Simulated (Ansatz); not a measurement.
Input file for Ansatz (a first-principles code): U-PBE0/def2-TZVPP on BeN, 2S+1 = 2, a spin state set in the input, which need not be the lowest.

Ansatz 0.2 input:
```yaml
crystal:
  periodic: [false, false, false]
  atoms:
    - {symbol: Be, position_ang: [0.00000000, 0.00000000, 0.00000000]}
    - {symbol: N, position_ang: [0.00000000, 0.00000000, 1.58600000]}
basis:
  gaussian:
    orbitals: def2-TZVPP
hamiltonian:
  xc: {name: PBE0}
magnetization: {spin_polarized: true, initial_magnetization: 1}
relax: {f_tol: 0.002, max_steps: 120}
```

The log:

```
Functional definition: PBE0
[...]
integrals: 0.00 GiB planned
296 factors; their error is unknown
mean field: 0.10 GiB planned
mean field evaluation 1: about -1874.9606 eV, gradient 4.0e1 eV
mean field evaluation 2: about -1783.7345 eV, gradient 9.3e1 eV
mean field evaluation 4: about -1883.5567 eV, gradient 4.9e0 eV
mean field evaluation 8: about -1883.7607 eV, gradient 1.5e0 eV
mean field evaluation 16: about -1883.9178 eV, gradient 1.3e-2 eV
mean field evaluation 32: about -1874.9606 eV, gradient 4.0e1 eV
mean field evaluation 64: about -1883.8994 eV, gradient 1.8e-1 eV
mean field -1884.34151935 eV, -69.2482735836 hartree, gradient 9.5e-6 eV, S^2 1.754219; 6 other end points of the search recorded, 0 dependent functions left out
the calculation of the forces begins
reference -1884.34155364 eV, -69.2482748436 hartree; 6, 5 occupied and 44, 45 virtual orbitals, 296 factors
relax step   1: F+E_penalty+E_count = -1884.34151935 eV  Δ(F+E_penalty+E_count) = +0.000e0 eV  max|allowed force component| = 3.877e-1 eV/Å  Δτ_max = 0.0000 Å  (296 SCF iters, accepted)
these checks for a lower state are left out or cut short: starts, cluster_reference, orbital_swaps, neighbouring_geometries, increment
integrals: 0.00 GiB planned
296 factors; their error is unknown
mean field: 0.10 GiB planned
mean field evaluation 96: about -1883.9012 eV, gradient 3.4e-2 eV
mean field -1884.34454384 eV, -69.2483847314 hartree, gradient 1.7e-6 eV, S^2 1.754247; 1 other end points of the search recorded, 0 dependent functions left out
the calculation of the forces begins
reference -1884.34457801 eV, -69.2483859871 hartree; 6, 5 occupied and 44, 45 virtual orbitals, 296 factors
relax step   2: F+E_penalty+E_count = -1884.34454384 eV  Δ(F+E_penalty+E_count) = -3.024e-3 eV  max|allowed force component| = 1.687e-1 eV/Å  Δτ_max = 0.0055 Å  (109 SCF iters, accepted)
these checks for a lower state are left out or cut short: starts, cluster_reference, orbital_swaps, neighbouring_geometries, increment
integrals: 0.00 GiB planned
296 factors; their error is unknown
mean field: 0.10 GiB planned
mean field -1884.34528273 eV, -69.2484118853 hartree, gradient 1.7e-6 eV, S^2 1.754268; 1 other end points of the search recorded, 0 dependent functions left out
the calculation of the forces begins
reference -1884.34531681 eV, -69.2484131376 hartree; 6, 5 occupied and 44, 45 virtual orbitals, 296 factors
relax step   3: F+E_penalty+E_count = -1884.34528273 eV  Δ(F+E_penalty+E_count) = -7.389e-4 eV  max|allowed force component| = 5.081e-3 eV/Å  Δτ_max = 0.0043 Å  (99 SCF iters, accepted)
these checks for a lower state are left out or cut short: starts, cluster_reference, orbital_swaps, neighbouring_geometries, increment
integrals: 0.00 GiB planned
296 factors; their error is unknown
mean field: 0.10 GiB planned
mean field evaluation 128: about -1884.3439 eV, gradient 7.8e-2 eV
mean field -1884.34528342 eV, -69.2484119107 hartree, gradient 1.7e-6 eV, S^2 1.754269; 1 other end points of the search recorded, 0 dependent functions left out
the calculation of the forces begins
reference -1884.34531750 eV, -69.2484131629 hartree; 6, 5 occupied and 44, 45 virtual orbitals, 296 factors
relax step   4: F+E_penalty+E_count = -1884.34528342 eV  Δ(F+E_penalty+E_count) = -6.903e-7 eV  max|allowed force component| = 4.092e-5 eV/Å  Δτ_max = 0.0001 Å  (117 SCF iters, accepted)
integrals: 0.00 GiB planned
296 factors; their error is unknown
mean field: 0.10 GiB planned
mean field evaluation 160: about -1883.7209 eV, gradient 1.7e0 eV
mean field evaluation 192: about -1883.6752 eV, gradient 7.5e0 eV
mean field -1884.34528342 eV, -69.2484119107 hartree, gradient 1.7e-6 eV, S^2 1.754269; 7 other end points of the search recorded, 0 dependent functions left out
the calculation of the forces begins
reference -1884.34531750 eV, -69.2484131629 hartree; 6, 5 occupied and 44, 45 virtual orbitals, 296 factors
Total energy: -1884.34531750 eV, -69.2484131629 hartree
Atom 0 at    -0.000000     0.000000    -0.009871 Å, force     0.000000     0.000000    -0.000041 eV/Å
Atom 1 at     0.000000    -0.000000     1.595871 Å, force    -0.000000    -0.000000     0.000041 eV/Å
Dipole moment:     0.000000     0.000000    -0.275831 e Å
```

Self-consistency was reached. Its determinant has ⟨S²⟩ = 1.75, a mixture of spin states.

Cost: very roughly 13 core-seconds.
